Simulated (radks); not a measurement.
Results of a calculation; reference values are marked as such.
Task: The mean radii <r> (bohr) of the occupied orbitals of an atom or ion are listed with their occupations. Code: a radial shooting solver on a logarithmic mesh with Libxc functionals. Model: scalar-relativistic Kohn-Sham, PBE, spin-unpolarised, spherical densities, finite nucleus; Fermi nuclear charge, rms radius of each element as measured or else 0.836 A^(1/3) + 0.57 fm.

| orbital | occ. | <r> |
|---|---|---|
| 1s | 2 | 0.04408 |
| 2s | 2 | 0.1959 |
| 2p | 6 | 0.1711 |
| 3s | 2 | 0.5693 |
| 3p | 6 | 0.5823 |
| 3d | 9 | 0.6072 |
| 4s | 2 | 1.627 |
| 4p | 3 | 1.890 |
| 4f | 1 | 8.505 |

Name the element and its charge.

Result: Z = 34, selenium, charge +1: Se+ in [Ar] 3d9 4s2 4p3 4f1. The 1s radius gives Z: for a bare nucleus <r> = (2 gamma + 1)/(2Z) with gamma = sqrt(1 - (Z/c)^2), 0.0432 bohr for Z = 34, and screening makes it slightly larger (0.04408 here). The occupations add up to 33, and the charge is Z minus that.
